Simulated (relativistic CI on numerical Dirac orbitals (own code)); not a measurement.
# Ir VIII: calculation against measurement

Computed by Dirac-Coulomb-Breit CI, KLI orbitals optimised for each configuration, model QED (radiative potential, 1s self-energy scaled to tabulated hydrogen-like ionisation energies), unscaled Slater integrals (own radial code, finite nucleus).

Configurations in the expansion (outside the closed core [Kr] 4d10): 4f¹⁴5s²5p⁶5d², 4f¹⁴5s²5p⁶5d6s, 4f¹⁴5s²5p⁶6s², 4f¹⁴5s²5p⁶5d5f, 4f¹⁴5s²5p⁶5d6p, 4f¹⁴5s²5p⁵5d³, 4f¹⁴5s²5p⁶6s6p, 4f¹⁴5s²5p⁶5d5g, 4f¹⁴5s²5p⁶5f², 4f¹⁴5s²5p⁶5f6s, 4f¹⁴5s²5p⁶6p², 4f¹⁴5s²5p⁶5d6d, 4f¹⁴5s²5p⁶5d7s, 4f¹⁴5s²5p⁶5f6p, 4f¹⁴5s5p⁶5d³, 4f¹⁴5s²5p⁵5d²5f, 4f¹⁴5s²5p⁶5g², 4f¹⁴5s²5p⁶5d7p, 4f¹⁴5s²5p⁶5g6s, 4f¹⁴5s²5p⁶5d6f, 4f¹³5s²5p⁶5d³, 4f¹⁴5s²5p⁶5d7d, 4f¹⁴5s²5p⁶5d8s, 4f¹⁴5s²5p⁵5d²6s, 4f¹⁴5s²5p⁵5d²5g, 4f¹⁴5s²5p⁶5g6p, 4f¹⁴5s²5p⁶5d8p, 4f¹⁴5s²5p⁶5f5g, 4f¹³5s²5p⁶5d²6s, 4f¹⁴5s²5p⁵5d²6p, 4f¹⁴5s5p⁶5d²5f. Double excitations out of closed p, d and f shells are left out; levels of such configurations are missing from the list, as are those of other unlisted configurations, and high levels can miss mixing partners. These lack a partner that the ground configuration has and come out too high: 4f¹⁴5s²5p⁵5d²5f, 4f¹⁴5s²5p⁵5d²6s, 4f¹⁴5s²5p⁵5d²5g, 4f¹³5s²5p⁶5d²6s, 4f¹⁴5s²5p⁵5d²6p.

```
 Configuration  Term (tabulated)  J  Measured (cm⁻¹)  Computed  Error  Purity (%)
 4f¹⁴5s²5p⁶5d²                3F  2              0.0         0      0          87
 4f¹⁴5s²5p⁶5d²                3F  3          12672.0     11920   -752          99
 4f¹⁴5s²5p⁶5d²                3P  0          17254.0     19205   1951          91
 4f¹⁴5s²5p⁶5d²                3F  4          21615.0     21079   -536          84
 4f¹⁴5s²5p⁶5d²                3P  1          25221.0     26258   1037          99
 4f¹⁴5s²5p⁶5d²                1G  4          36253.0     36977    724          83
 4f¹⁴5s²5p⁶5d²                3P  2          38878.0     39383    505          55
 4f¹⁴5s²5p⁶5d²                1S  0          65022.0     71663   6641          91
4f¹⁴5s²5p⁶5d6s                3D  1         169223.0    173434   4211          99
4f¹⁴5s²5p⁶5d6s                3D  2         171485.0    175865   4380          81
4f¹⁴5s²5p⁶5d6s                3D  3         184748.0    188379   3631          99
4f¹⁴5s²5p⁶5d6s                1D  2         190553.0    195083   4530          80
```

Measured levels from van het Hof, Joshi, Wyart and Sugar, J. Res. Natl. Inst. Stand. Technol. 100, 687 (1995); pairs were made by configuration, J and term (by order where the table uses no LS term), so strongly mixed levels may be paired wrongly.

Mean error by configuration (cm⁻¹): 4f¹⁴5s²5p⁶5d² 1367; 4f¹⁴5s²5p⁶5d6s 4188. Over the excited levels the mean absolute error is 2627 cm⁻¹ (11 of the 12 excited levels that our extract of the source holds in range could be paired, and the others can miss by more), and the median relative error of those above 1,000 cm⁻¹ is 2.5 %. Some levels of the ground configuration have no partner.
